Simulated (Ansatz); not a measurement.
The pair A = C2H4 (SMILES C=C) (first 6 atoms), B = C2H6O (SMILES COC); geometry from B3LYP-D3(BJ)/def2-TZVP.
(charge 0, multiplicity 1):
```xyz
15

C     -0.4438     0.2633     0.8613
C      0.7143    -0.1490     0.3659
H     -0.8217    -0.1025     1.8083
H     -1.0555     0.9864     0.3343
H      1.0965     0.2170    -0.5796
H      1.3275    -0.8756     0.8856
C     -0.5589     1.0341     4.5567
O     -0.5354    -0.3403     4.2367
C      0.7724    -0.8704     4.2416
H      0.0159     1.6223     3.8301
H     -0.1486     1.2172     5.5582
H     -1.5988     1.3563     4.5340
H      1.4141    -0.3545     3.5164
H      0.6987    -1.9224     3.9698
H      1.2323    -0.7880     5.2350
```

Correlated levels freeze the cores. MP2 and its Hartree–Fock in aug-cc-pVTZ are density fitted.

Programs: Ansatz (an electronic-structure program) with Gaussian orbitals. Values without a source in brackets are computed.

The counterpoise-corrected interaction energy is E(AB) − E(A in the pair's basis) − E(B in the pair's basis). Total energies (hartree):

```json
[
 {"level": "HF/aug-cc-pVDZ", "AB": "-232.1303006", "A in the pair's basis": "-78.0438906", "B in the pair's basis": "-154.0871380"},
 {"level": "MP2/aug-cc-pVDZ", "AB": "-232.9238018", "A in the pair's basis": "-78.3288476", "B in the pair's basis": "-154.5922410"},
 {"level": "HF/aug-cc-pVTZ", "AB": "-232.1927685", "A in the pair's basis": "-78.0648754", "B in the pair's basis": "-154.1286950"},
 {"level": "MP2/aug-cc-pVTZ", "AB": "-233.1459072", "A in the pair's basis": "-78.4047168", "B in the pair's basis": "-154.7380730"},
 {"level": "CCSD(T)/aug-cc-pVDZ", "AB": "-233.0175784", "A in the pair's basis": "-78.3690571", "B in the pair's basis": "-154.6459263"}
]
```

Problem. Work out the counterpoise-corrected interaction energy at the basis-set limit: extrapolate the MP2 correlation part as X⁻³, take Hartree–Fock from the larger set, and add the CCSD(T) − MP2 difference of aug-cc-pVDZ.

Solution. 
1. Differences (1 hartree = 627.509 kcal/mol): HF/aug-cc-pVDZ 0.457; MP2/aug-cc-pVDZ -1.703; HF/aug-cc-pVTZ 0.503; MP2/aug-cc-pVTZ -1.956; CCSD(T)/aug-cc-pVDZ -1.628.
2. Correlation parts, MP2 less HF: -2.159 in aug-cc-pVDZ (X = 2), -2.459 in aug-cc-pVTZ (X = 3).
3. Limit (3³·(-2.459) − 2³·(-2.159))/(3³ − 2³) = -2.586; with HF/aug-cc-pVTZ it gives -2.083.
4. CCSD(T) less MP2 in aug-cc-pVDZ: 0.074.
Result: -2.01 kcal/mol, against -1.70 at MP2/aug-cc-pVDZ. It is an estimate of this method's limit, not of the exact value.
